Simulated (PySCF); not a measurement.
**Te³⁺ (tellurium, charge +3) across methods**

[Kr] 4d10 5s2 5p1, 2P determinant. Calculation: PySCF 2.14, in x2c-QZVPPall (13s9p7d4f1g, 112 functions); scalar relativity by spin-free X2C-1e. The B2PLYP total includes its PT2 part (frozen core); its orbital energies are those of the SCF part.

| method | E (hartree) | mean ε 5s α (eV) | mean ε 5s β (eV) | mean ε 5p α (eV) | Σ⟨r²⟩ (bohr²) | ⟨S²⟩ |
| --- | --- | --- | --- | --- | --- | --- |
| TPSSh | -6791.48 | -43.615 | -42.406 | -32.684 | 32.83 | 0.752 |
| r2SCAN | -6791.76 | -43.368 | -42.220 | -32.487 | 32.82 | 0.753 |
| r2SCANh | -6791.75 | -43.926 | -42.656 | -32.960 | 32.83 | 0.754 |
| PBE0 | -6791.41 | -44.488 | -43.207 | -33.380 | 32.82 | 0.752 |
| B2PLYP | -6791.08 | -45.781 | -44.127 | -34.466 | 32.97 | 0.753 |
| LDA | -6785.41 | -43.446 | -42.682 | -32.212 | 32.76 | 0.751 |
| UHF | -6788.99543 | -47.838 | -45.191 | -36.476 | 33.13 | 0.758 |

(1) Estimate the same row for PBE.

Answers

(1) E (hartree) = -6791.34; mean ε 5s α (eV) = -43.044; mean ε 5s β (eV) = -42.160; mean ε 5p α (eV) = -32.091; Σ⟨r²⟩ (bohr²) = 32.81; ⟨S²⟩ = 0.751.
